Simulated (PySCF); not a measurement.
Correlation energy of Sb²⁺ (antimony, charge +2)

[Kr] 4d10 5s2 5p1, 2P determinant. Calculation: PySCF 2.14, in def2-SVP with the def2 core potential (28 electrons) (4s4p2d, 26 functions); a scalar-relativistic core potential. Frozen: 4s2 4p6 4d10; 3 electrons correlated.

MP2 pair energies summed by pair of shells (mhartree):

| pair | energy | share (%) |
| --- | --- | --- |
| 5s-5s | -16.09 | 58.6 |
| 5s-5p | -11.39 | 41.4 |

Total MP2 correlation energy: -27.47 mhartree.

Same-spin part -1.80 and opposite-spin part -25.67 mhartree; SCS-MP2 scales them by 1/3 and 6/5 to -31.41 mhartree.

| level | correlation energy (mhartree) |
| --- | --- |
| CCSD | -40.65 |
| (T) | -0.32 |
| CCSD(T) | -40.97 |

Diagnostics: T1 = 0.0079, D1 = 0.0192, largest double amplitude 0.097.

**Question.** Is a single reference adequate?

**Answer.** Mostly. T1 lies below 0.03, but a double amplitude of this size points to a near-degeneracy that CCSD handles and MP2 describes poorly.
